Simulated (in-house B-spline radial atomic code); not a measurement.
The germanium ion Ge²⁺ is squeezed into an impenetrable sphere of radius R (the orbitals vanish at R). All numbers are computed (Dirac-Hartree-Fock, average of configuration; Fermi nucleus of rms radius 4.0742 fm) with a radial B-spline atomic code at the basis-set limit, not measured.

Energies in eV above the free ion in [Ar] 3d10 4s2:

```json
{"R (bohr)": "9.41", "highest level (eV)": "-32.5", "[Ar] 3d10 4s2": "0", "[Ar] 3d10 4s1 4p1": "7.774", "[Ar] 3d10 4s1 4f1": "24.93"}
{"R (bohr)": "6.66", "highest level (eV)": "-32.5", "[Ar] 3d10 4s2": "0.003942", "[Ar] 3d10 4s1 4p1": "7.792", "[Ar] 3d10 4s1 4f1": "27.1"}
{"R (bohr)": "5.27", "highest level (eV)": "-32.4", "[Ar] 3d10 4s2": "0.1018", "[Ar] 3d10 4s1 4p1": "8.035", "[Ar] 3d10 4s1 4f1": "30.96"}
{"R (bohr)": "4.2", "highest level (eV)": "-31.7", "[Ar] 3d10 4s2": "1.012", "[Ar] 3d10 4s1 4p1": "9.553", "[Ar] 3d10 4s1 4f1": "38.36"}
{"R (bohr)": "3.72", "highest level (eV)": "-30.6", "[Ar] 3d10 4s2": "2.679", "[Ar] 3d10 4s1 4p1": "11.9", "[Ar] 3d10 4s1 4f1": "44.86"}
{"R (bohr)": "2.84", "highest level (eV)": "-23.5", "[Ar] 3d10 4s2": "15.52", "[Ar] 3d10 4s1 4p1": "27.57", "[Ar] 3d10 4s1 4f1": "71.58"}
{"R (bohr)": "2.45", "highest level (eV)": "-13.8", "[Ar] 3d10 4s2": "35.12", "[Ar] 3d10 4s1 4p1": "49.69", "[Ar] 3d10 4s1 4f1": "99.46"}
{"R (bohr)": "2.02", "highest level (eV)": "12.2", "[Ar] 3d10 4s2": "94.03", "[Ar] 3d10 4s1 4p1": "113", "[Ar] 3d10 4s1 4f1": "166.2"}
{"R (bohr)": "1.72", "highest level (eV)": "55.2", "[Ar] 3d10 4s2": "204.5", "[Ar] 3d10 4s1 4p1": "227.7", "[Ar] 3d10 4s1 4f1": "274.7"}
{"R (bohr)": "1.2", "highest level (eV)": "310", "[Ar] 3d10 4s2": "1046", "[Ar] 3d10 4s1 4p1": "1072", "[Ar] 3d10 4s1 4f1": "1031"}
```

Q: Does [Ar] 3d10 4s1 4p1 fall below [Ar] 3d10 4s2 under compression?

A: No, it stays above over the whole range.

Q: Does [Ar] 3d10 4s1 4f1 fall below [Ar] 3d10 4s2 under compression?

A: Yes, between R = 1.72 and 1.2 bohr the order changes (near 1.3 bohr by linear interpolation).

The highest level is first positive in the row R = 2.02 bohr, pushed up by confinement above the zero of the free ion's potential. Each configuration is held fixed and needn't be the lowest in the sphere.
